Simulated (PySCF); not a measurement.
PySCF 2.14 output of an unrestricted wB97M-V calculation on a single atom or ion in x2c-TZVPPall with one added diffuse shell each of s, p, d, f type (12s8p8d4f1g, 113 functions), with scalar relativity by spin-free X2C-1e:

```
SCF conv_tol = 1e-09
number electrons alpha = 38  beta = 34
    N. Mardirossian and M. Head-Gordon.,  J. Chem. Phys. 144, 214110 (2016)
cycle= 1 E= -16141.6125965593  delta_E= -0.0176  |g|= 0.187  |ddm|= 0.345
cycle= 2 E= -16141.6131278812  delta_E= -0.000531  |g|= 0.16  |ddm|= 0.186
cycle= 3 E= -16141.6151942042  delta_E= -0.00207  |g|= 0.00557  |ddm|= 0.0719
cycle= 4 E= -16141.6151983579  delta_E= -4.15e-06  |g|= 0.000649  |ddm|= 0.0098
cycle= 5 E= -16141.6151984567  delta_E= -9.88e-08  |g|= 7.08e-05  |ddm|= 0.00141
cycle= 6 E= -16141.6151984721  delta_E= -1.54e-08  |g|= 6.68e-06  |ddm|= 0.00056
cycle= 7 E= -16141.6151984724  delta_E= -2.76e-10  |g|= 6.19e-06  |ddm|= 7.76e-05
converged SCF energy = -16141.6151984724  <S^2> = 6.0020541  2S+1 = 5.0008216
```

The run itself started from symmetry-adapted Hartree-Fock orbitals and held the occupation by maximum overlap, on a logarithmic radial grid, so the iterations belong to that start.

**Question.** Which element, charge and spin multiplicity is this?

**Answer.** W²⁺ (tungsten, charge +2), multiplicity 5; the state was [Xe] 4f14 5d3 6s1, high-spin 5F determinant (an excited configuration).

Spin-orbit coupling, absent here, splits the open shell strongly.
